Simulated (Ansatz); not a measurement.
A structure relaxed at PBE-D4/def2-SVP in Ansatz, charge 0, singlet:

```xyz
10

Si   -1.561   -0.464   -0.758
Si   -1.217    1.151    0.648
Si    1.056    0.669    0.805
Si    0.679   -1.098   -0.737
H     1.415   -0.950   -2.045
H     1.991    1.742    0.307
H    -2.095    2.191    1.288
H    -2.772   -0.986   -1.480
H     0.966   -2.474   -0.191
H     1.539    0.219    2.161
```

(1) Give its formula and point group.

(2) Summarise the bond lengths by kind (pairs closer than 1.2 times the sum of covalent radii, bridged metal pairs left out).

Answers

(1) the cluster Si4H6 (the lowest singlet isomer of a short search). Point group C2v (tolerance 0.1 Å).

(2) 4 × Si–Si 2.17 to 2.38 Å; 6 × H–Si 1.50 to 1.51 Å.

The restricted singlet is unstable towards broken spin symmetry in Hartree–Fock (as tested in another run); at PBE-D4/def2-SVP this wasn't settled. The structure comes from a short search, and lower isomers may exist.
